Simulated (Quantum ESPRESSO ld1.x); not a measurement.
Values are calculated unless marked as measured or tabulated.
Q: The mean radii <r> (bohr) of the occupied orbitals of an atom or ion are listed with their occupations. Level of theory: scalar-relativistic Kohn-Sham, LDA (Slater exchange, Perdew-Wang correlation), spin-polarised, spherical densities, point nucleus (ld1.x of Quantum ESPRESSO 7.5).

orbital  occ.      <r>
1s up       1  0.02038
1s down     1  0.02038
2s up       1  0.08590
2s down     1  0.08586
2p up       3  0.07610
2p down     3  0.07605
3s up       1   0.2118
3s down     1   0.2120
3p up       3   0.2078
3p down     3   0.2081
3d up       2   0.1842

Name the element and its charge. Open shells, if any, are filled with parallel spins first.

A: Z = 68, erbium, charge +48: Er48+ in [Ar] 3d2. The 1s radius gives Z: for a bare nucleus <r> = (2 gamma + 1)/(2Z) with gamma = sqrt(1 - (Z/c)^2), 0.02012 bohr for Z = 68, and screening makes it slightly larger (0.02038 here). The occupations add up to 20, and the charge is Z minus that.
